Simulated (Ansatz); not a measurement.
The cluster Si4Au3⁻, relaxed as a singlet with RKS r2SCAN-D4/def2-SVPD in Ansatz, starting from the GFN1-xTB geometry. Force threshold 0.02 eV/Å.

In the def2 sets Au takes a core potential; there is no spin–orbit coupling. The restricted singlet is unstable towards broken spin symmetry in Hartree–Fock (as tested in another run); at r2SCAN-D4/def2-SVPD this wasn't settled. Another isomer (singlet) lies 1.63 eV lower at PBE0-D4/def2-TZVPD; other spin states weren't run for this one.

Start:

```xyz
7

Au   -0.467   -0.303    2.276
Au   -1.361    1.921    0.926
Au    2.052   -0.749    1.269
Si    0.979   -0.897   -0.925
Si   -0.957    0.647   -1.120
Si   -1.080   -1.339    0.150
Si    0.834    0.720   -2.576
```

(1) Estimate the energy that the relaxation releases and the steps that it takes.

(2) Does the start keep its bonding and symmetry?

(3) Predict the relaxed structure.

Results:

(1) 2.4 kcal/mol, in 6 steps; 51 s on 4 threads of Arm Neoverse V1 on a shared host. No frequencies were taken in this run, so the end may be a saddle point.

(2) By distances, no bond broke or formed. The bond that changes most is Au3–Si4, from 2.45 to 2.35 Å (atoms count from 1). Point group Cs at the start, Cs at the end, both within 0.05 Å.

(3) 
```xyz
7

Au   -0.4322   -0.2573    2.2696
Au   -1.3929    1.9382    0.7834
Au    2.0927   -0.7996    1.1378
Si    0.9247   -0.9023   -0.8948
Si   -0.9671    0.5919   -1.0907
Si   -1.1260   -1.3962    0.2193
Si    0.9008    0.8254   -2.4246
```
Bond lengths (bridged metal pairs left out): 5 × Si–Si 2.31 to 2.42 Å; 3 × Au–Si 2.35 to 2.45 Å; 2 × Au–Au 2.82 Å.
